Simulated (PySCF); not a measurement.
LDA on Ba⁻ (barium, charge -1), [Xe] 5d1 6s2, 2D determinant. All numbers are calculated (PySCF 2.14, the spin-free X2C one-electron Hamiltonian (Gaussian nucleus), in aug-cc-pwCVTZ-X2C (11s10p8d4f, 109 functions)).

```
cycle= 1 E= -8127.70853741221  delta_E= -0.00751  |g|= 0.0853  |ddm|= 1.16
cycle= 2 E= -8127.68842308894  delta_E= 0.0201  |g|= 0.13  |ddm|= 2.79
cycle= 3 E= -8127.71665879511  delta_E= -0.0282  |g|= 0.0431  |ddm|= 2.49
cycle= 4 E= -8127.72002953443  delta_E= -0.00337  |g|= 0.0186  |ddm|= 0.603
cycle= 5 E= -8127.72118066848  delta_E= -0.00115  |g|= 0.00624  |ddm|= 0.274
cycle= 6 E= -8127.72124313031  delta_E= -6.25e-05  |g|= 0.00323  |ddm|= 0.0291
cycle= 7 E= -8127.72127196305  delta_E= -2.88e-05  |g|= 0.000529  |ddm|= 0.0233
cycle= 8 E= -8127.72127266085  delta_E= -6.98e-07  |g|= 1.63e-05  |ddm|= 0.00441
cycle= 9 E= -8127.72127266185  delta_E= -9.96e-10  |g|= 1.75e-05  |ddm|= 0.00101
converged SCF energy = -8127.72127266185  <S^2> = 0.76368491  2S+1 = 2.0136384
```

Highest occupied orbital energy: 1.385 eV; ⟨L²⟩ = 6.06; populations by l: s 11.99, p 24.00, d 21.01, f 0.00.

Problem. Can this result be used?

Solution. With care. The calculation finished and met its thresholds. Spin-orbit coupling, absent here, splits the open shell strongly. The configuration of this anion was assumed by filling the next shell in order. It is not the known or likely ground configuration (Ca⁻, Sr⁻ and Ba⁻, for instance, bind a p electron), so these values are not the electron affinity of the element. At LDA the highest occupied level has a positive energy, so only the finite basis holds that electron.
